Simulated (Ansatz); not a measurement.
Tuning the range parameter of LC-ωPBE so that −HOMO meets the ionisation energy; basis def2-SVP, Ansatz. System: Sn₁₂GeH₂₀, an alloyed cluster cut from the lattice of tin (1 Ge, core). The state is a singlet with charge 0. Geometry: PBE-D4/def2-SVP. The ionised state is a doublet.

Geometry of the singlet:

```xyz
33

Sn    1.1682   -3.6775    1.6211
Sn   -0.5987    1.9267   -4.0437
Sn    2.7604   -0.4008   -1.1152
Sn   -1.7506   -1.4504   -1.1198
Sn   -1.9785   -0.7330    3.1744
Sn   -0.5206    2.4199    0.5414
Sn    2.4581    0.3860    3.3633
Sn   -2.2425   -0.3189   -3.6541
Sn    0.8665   -2.4737   -0.9095
Sn    0.6203   -1.7366    3.5877
Sn   -0.9585    3.7279   -1.9169
Sn    2.1466    1.5531    0.8165
Ge   -2.1549    0.3535    0.7708
H     2.7786   -4.3026    1.8111
H     0.0713   -5.0144    1.7867
H    -0.9330    2.6879   -5.5698
H     1.0594    1.4128   -4.0687
H     4.3471   -1.0393   -0.8016
H     2.7819    0.2779   -2.7134
H    -2.8688   -2.7602   -0.8430
H    -3.1474   -2.0111    3.3171
H    -2.3595    0.4631    4.3762
H    -0.8730    3.5149    1.8526
H     4.0843   -0.1884    3.5771
H     2.1572    1.5633    4.6048
H    -1.9851   -1.4993   -4.9025
H    -3.9046    0.1778   -3.7461
H     1.1286   -3.6464   -2.1718
H     0.7241   -2.4501    5.1741
H     0.1071    5.0912   -2.0732
H    -2.5856    4.3345   -1.9602
H     3.2161    2.9181    0.6426
H    -3.6144    0.8942    0.5916
```

In the def2 sets Sn takes a core potential; there is no spin–orbit coupling. Single mean-field runs in def2-SVP are fitted with def2-universal-jkfit.

| ω (1/bohr) | HOMO (eV) | LUMO (eV) | vertical IE (eV) | HOMO + IE (eV) |
| --- | --- | --- | --- | --- |
| 0.1 | -7.26 | -1.18 | 7.66 | 0.39 |
| 0.15 | -7.71 | -0.75 | 7.78 | 0.07 |
| 0.3 | -8.60 | 0.01 | 8.18 | -0.43 |

(1) Estimate the row for 0.2 bohr⁻¹.

(2) Where does the tuning condition hold?

## Answers

(1) 
```tsv
ω (1/bohr)	HOMO (eV)	LUMO (eV)	vertical IE (eV)	HOMO + IE (eV)
0.2	-8.07	-0.41	7.95	-0.12
```

(2) Near ω = 0.17 bohr⁻¹, by linear interpolation.
